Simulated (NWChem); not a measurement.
System meant: GeH$_{3}$OBr; SMILES [GeH2]([Br])[OH]

Here is an NWChem input.

```
start job
memory heap 200 mb stack 900 mb global 1100 mb
geometry units angstroms noautoz
  Ge    -0.329603    -0.906946    -0.017422
  O      1.227033    -1.779010    -0.112778
  Br     0.034599     1.410992    -0.026921
  H     -1.076837    -1.286787    -1.304675
  H     -1.077256    -1.209058     1.302060
  H      1.788986    -1.587402     0.655204
end
basis spherical
  * library def2-svp
end
dft
  xc pbe0
  iterations 4
  mulliken
end
task dft energy
```

End of the output:

```
    Atom       Charge   Shell Charges
 -----------   ------   -------------------------------------------------------
    1 Ge  32    31.69   2.00  2.00  1.93  0.76  0.35  5.99  5.82  1.32  1.01  7.82  2.04  0.66
    2 O    8     8.22   1.97  0.89  0.62  2.67  2.05  0.01
    3 Br  35    35.08   2.00  2.00  1.96  1.13  0.74  5.99  5.81  2.44  2.97  7.84  2.03  0.15
    4 H    1     1.04   0.61  0.41  0.03
    5 H    1     1.05   0.61  0.42  0.03
    6 H    1     0.91   0.55  0.17  0.18

 center of mass
 --------------
 x =  -0.02466543 y =   0.09511511 z =  -0.00854735

 moments of inertia (a.u.)
 ------------------
         998.289995909771          -0.000000000000           0.000000000000
          -0.000000000000         147.930644502349           0.000000000000
           0.000000000000           0.000000000000        1117.641554701787

     Multipole analysis of the density
     ---------------------------------

     L   x y z        total         alpha         beta         nuclear
     -   - - -        -----         -----         ----         -------
     0   0 0 0      0.000000    -39.000000    -39.000000     78.000000

     1   1 0 0     -0.206183     -0.103092     -0.103092     -0.000000
     1   0 1 0     -0.407889     -0.203944     -0.203944      0.000000
     1   0 0 1      0.493242      0.246621      0.246621      0.000000

     2   2 0 0    -30.079890    -52.072485    -52.072485     74.065081
     2   1 1 0      1.033222      4.735316      4.735316     -8.437411
     2   1 0 1      2.129152      0.024076      0.024076      2.081000
     2   0 2 0    -33.228357   -243.787760   -243.787760    454.347162
     2   0 1 1     -1.709674      0.071700      0.071700     -1.853074
     2   0 0 2    -30.775577    -22.428703    -22.428703     14.081829

 ------------------------------------------------------------------------
 dft energy failed                                                                                  0
 ------------------------------------------------------------------------
 ------------------------------------------------------------------------
  current input line :
    19: task dft energy
 ------------------------------------------------------------------------
 ------------------------------------------------------------------------
 This type of error is most commonly associated with calculations not reaching convergence criteria
 ------------------------------------------------------------------------
 For more information see the NWChem manual at https://nwchemgit.github.io

0:dft energy failed:Received an Error in Communication
```

### Question
What is wrong, and how is it mended?

### Answer
Convergence was not reached. Cause: the SCF was allowed too few iterations. This input runs:
```
start job
memory heap 200 mb stack 900 mb global 1100 mb
geometry units angstroms noautoz
  Ge    -0.329603    -0.906946    -0.017422
  O      1.227033    -1.779010    -0.112778
  Br     0.034599     1.410992    -0.026921
  H     -1.076837    -1.286787    -1.304675
  H     -1.077256    -1.209058     1.302060
  H      1.788986    -1.587402     0.655204
end
basis spherical
  * library def2-svp
end
dft
  xc pbe0
  iterations 150
  mulliken
end
task dft energy
```
It converges to -4726.97024 Ha (PBE0/def2-SVP).
